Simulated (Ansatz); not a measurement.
Cost and result up the ladder for Ru₃Pt (4 atoms). Total charge 0; singlet. Geometry: r2SCAN-D4/def2-SVP.

```xyz
4

Pt    1.025    0.102   -1.114
Ru    0.870    0.894    1.273
Ru   -1.051    0.485    0.362
Ru   -0.844   -1.481   -0.520
```

Ansatz on 2 threads of Arm Neoverse V2 on a shared host. Times are rough, and most runs start from the orbitals of an earlier one. PBE0-D4/def2-TZVP serves as the yardstick here, not as an exact answer. Binding counts from free atoms at the same level (Pt triplet, Ru quintet; other spins of the atoms weren't run), without zero-point energy.

In the def2 sets Pt, Ru take a core potential; there is no spin–orbit coupling. Another isomer (triplet) lies 1.95 eV lower at PBE0-D4/def2-TZVP; other spin states weren't run for this one.

| level | functions | wall time | binding energy per atom (eV) | difference from PBE0-D4/def2-TZVP (eV) |
| --- | --- | --- | --- | --- |
| revPBE-D4/def2-TZVP | 160 | 4.6 s | 2.44 | 0.97 |
| PBE-D4/def2-TZVP (with forces) | 160 | 6 s | 2.71 | 1.24 |
| r2SCAN-D4/def2-TZVP | 160 | 11 s | 2.13 | 0.66 |
| HF/def2-TZVP | 160 | 14 s | -2.52 | -3.99 |
| PBE0-D4/def2-TZVP | 160 | 19 s | 1.47 | 0.00 |
